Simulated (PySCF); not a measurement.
## Correlation energy of Ge¹⁸⁺ (germanium, charge +18)

[Ne] 3s2 3p2, high-spin 3P determinant. Calculation: PySCF 2.14, in an uncontracted even-tempered set (18 s from 1.5 bohr⁻², ratio 2.5; 12 p from 2 bohr⁻², ratio 2.5; 5 d from 9.5 bohr⁻², ratio 2.7; 4 f from 14 bohr⁻², ratio 2.7); the spin-free X2C one-electron Hamiltonian (Gaussian nucleus). Frozen: 1s2; 12 electrons correlated; the 21 highest virtual orbitals of each spin left out.

| level | correlation energy (mhartree) |
| --- | --- |
| CCSD | -479.42 |
| (T) | -2.12 |
| CCSD(T) | -481.54 |

Diagnostics: T1 = 0.0016, D1 = 0.0069, largest double amplitude 0.079.

Spin-orbit coupling is strong in this species (close to jj coupling), so the high-spin LS determinant is a model state, not a physical level.

Cost of the coupled-cluster step: about 50 core-seconds, for 12 correlated electrons.

At this charge the one-electron X2C treatment keeps the bare 1/r₁₂, with no two-electron picture change or Breit term. The effect here is smaller than on the frozen 1s shell; and a scalar Hamiltonian misses the large spin-orbit splitting of the p shells, which matters for ns² → np² pairs.

Spin-orbit coupling is strong in this species, so the high-spin LS determinant is a model state.
